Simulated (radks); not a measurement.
The numbers below are computed, except where a source is named.
Q: The molybdenum ion Mo2+, 40 electrons, occupied as [Ar] 3d10 4p6 4d4 5s2 (not the ground configuration). Code: a radial shooting solver on a logarithmic mesh with Libxc functionals. Model: Dirac Kohn-Sham, PBE, spin-unpolarised, spherical densities, finite nucleus; open shells fill j = l - 1/2 first; Fermi nuclear charge, rms radius 4.4091 fm. Some entries of the table are withheld. Estimate them.

orbital  occ.  eigenvalue (Ry)  <r> (bohr)  <r^2> (bohr^2)
1s1/2       2        -1458.953     0.03517        0.001669
2s1/2       2        -208.2958      0.1534         0.02779
2p1/2       2        -191.8414      0.1307         0.02098
2p3/2       4        -184.0075      0.1353         0.02235
3s1/2       2        -37.63403      0.4284          0.2103
3p1/2       2              (1)         (2)          0.2083
3p3/2       4              (3)         (4)          0.2185
3d3/2       4        -19.00480      0.4123          0.2044
3d5/2       6        -18.75989      0.4158          0.2076
4s1/2       0              (5)         (6)           1.314
4p1/2       2         -5.15649       1.165           1.547
4p3/2       4         -4.95407       1.191           1.617
4d3/2       4              (7)       1.520           2.711
4d5/2       0              (8)       1.531           2.752
5s1/2       2         -1.56888       2.695           8.146
5p1/2       0         -1.15060       3.132           11.04
5p3/2       0         -1.12278       3.194           11.47

A: 
(1) 3p1/2 eigenvalue (Ry): -31.37000
(2) 3p1/2 <r> (bohr): 0.4229
(3) 3p3/2 eigenvalue (Ry): -30.07808
(4) 3p3/2 <r> (bohr): 0.4334
(5) 4s1/2 eigenvalue (Ry): -6.99897
(6) 4s1/2 <r> (bohr): 1.078
(7) 4d3/2 eigenvalue (Ry): -2.18527
(8) 4d5/2 eigenvalue (Ry): -2.16087
